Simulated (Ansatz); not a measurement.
Ag₂Cl⁺, relaxed as a triplet with UKS PBE0-D4/def2-TZVP in Ansatz, starting from the PBE0-D4/def2-TZVP geometry of the charge +1 singlet. Force threshold 0.02 eV/Å.

In the def2 sets Ag takes a core potential; there is no spin–orbit coupling. At PBE0-D4/def2-TZVP a singlet of charge 1 lies 3.83 eV below the triplet, each at its own geometry. The structure comes from a short search, and lower isomers may exist.

Start:

Cartesian coordinates in Å:
```
Ag -1.6455 -0.9108 0.9850
Ag 1.1718 1.5153 -0.9156
Cl 0.4737 -0.6045 -0.0694
```

Task: Estimate the energy that the relaxation releases and the steps that it takes.

Result: 0.20 eV, in 7 steps; 14 s on 4 threads of Arm Neoverse V1 on a shared host. The force fell under the threshold at step 6, but the optimiser went on. No frequencies were taken in this run, so the end may be a saddle point.

Task: Does the start keep its bonding and symmetry?

Result: By distances, no bond broke or formed. The bond that changes most is Ag1–Cl3, from 2.39 to 2.54 Å (atoms count from 1). Point group C2v at the start, D∞h at the end, both within 0.05 Å; within 0.015 Å the end is C∞v.

Task: Predict the relaxed structure.

Result: 
Cartesian coordinates in Å:
```
Ag -1.7104 -1.4788 1.1553
Ag 1.7159 1.4718 -1.1561
Cl -0.0055 0.0070 0.0008
```
Bond lengths (bridged metal pairs left out): 2 × Ag–Cl 2.54 Å.
